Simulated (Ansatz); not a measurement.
A made-up structure of CH$_{3}$SeSi (charge -1), singlet:

```csv
atom,x (Å),y (Å),z (Å)
Si1,-0.2127,0.3692,-0.2604
C2,0.0176,-1.4162,0.1906
Se3,1.2438,-1.7304,1.4711
H4,0.0283,0.5512,-1.7358
H5,-1.6569,0.7536,-0.0747
H6,-0.6804,-2.0044,-0.3482
```

It is relaxed with PBE-D4/def2-SVPD and then PBE0-D4/def2-TZVPD (Ansatz 0.2.0). Atoms count as bonded within 1.22 times the sum of their covalent radii (H–H: 0.88 Å). The end point is not checked to be a true minimum.

(1) Does its bonding change? (A judgement: the text doesn't fix the answer.)

Answers

(1) Computed: No: no bond forms or breaks.

Where it ends: The first stage lowers the energy by 1.60 eV in 13 steps. It ends as CH₃SeSi ([SiH2][CH][Se]), total charge -1:
```xyz
6
angstrom
Si -0.4691 0.4003 -0.2435
C -0.0807 -1.2576 0.3164
Se 1.5160 -2.0904 0.6400
H 0.5311 0.9132 -1.2395
H -1.8078 0.3543 -0.9384
H -0.9497 -1.7967 0.7076
```

Labels in which every atom is bracketed show which atoms are joined, not bond orders.

For scale, one of the runs: PBE0-D4/def2-TZVPD relaxation, 164 basis functions, launched by `ansatz run in.yaml --threads 2 --pin off --events-out ev --progress --plain --max-ram 4352MiB`. The run took about 37 s on 2 CPU threads of an Arm Neoverse V2 (shared host).
